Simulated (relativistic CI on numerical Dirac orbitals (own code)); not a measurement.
Hyperfine structure of Ba LI, mass number 137

Method of calculation: Dirac-Coulomb-Breit CI, orbitals from a KLI potential per configuration, model QED, unscaled Slater integrals (own radial code, finite nucleus).

CI space (outside the closed core 1s2): 2s²2p², 2s2p³, 2p⁴, 2p³3s, 2p³3p, 2p³3d, 2s²2p3s, 2s²2p3p, 2s²2p3d, 2s2p²3s, 2s2p²3p, 2s2p²3d, 2s²2p4s, 2s²2p4p, 2s²2p4d, 2s²2p4f. Levels of other configurations are missing.

Nuclear spin I = 3/2, μ = 0.9375 μN, Q = 0.236 b (tables of Stone and Pyykkö). The electronic factors are computed for point nuclear moments, without core polarisation or the Bohr-Weisskopf and QED corrections.

```tsv
Level	E (eV)	A (GHz)	B (GHz)
2s²2p² ³P1	392.88	-93.13	77.8
2s²2p² ¹D2	409.18	524.5	137
2s²2p² ³P2	815.39	221.7	18.3
2s2p³ ³D°3	1000.81	1151	-0.434
2s2p³ ¹D°2	1066.87	-37.79	-34.1
2s2p³ ³P°1	1070.06	2451	40.2
2p⁴ ³P2	1277.66	209.9	16.9
```

Levels with J = 0, under 50 % of one LS term, or S terms without an open s electron are left out. Small factors come from cancelling terms and can be off by tens of per cent or more.

At this charge energies of transitions that change n are usually good to better than 1 %, and those within a shell (Δn = 0) to a few per cent.

Task: Give the hyperfine levels of 2s²2p² ¹D2 relative to its centre of gravity.

Result: With K = F(F + 1) − I(I + 1) − J(J + 1), E = AK/2 + B[¾K(K + 1) − I(I + 1)J(J + 1)]/[2I(2I − 1)J(2J − 1)]: F = 1/2: -2240, F = 3/2: -1573, F = 5/2: -347.8, F = 7/2: 1608 GHz.

LS names give the leading component of a level, which can be under half, so a name can repeat, a term be missing and a line seem to break the LS rules.
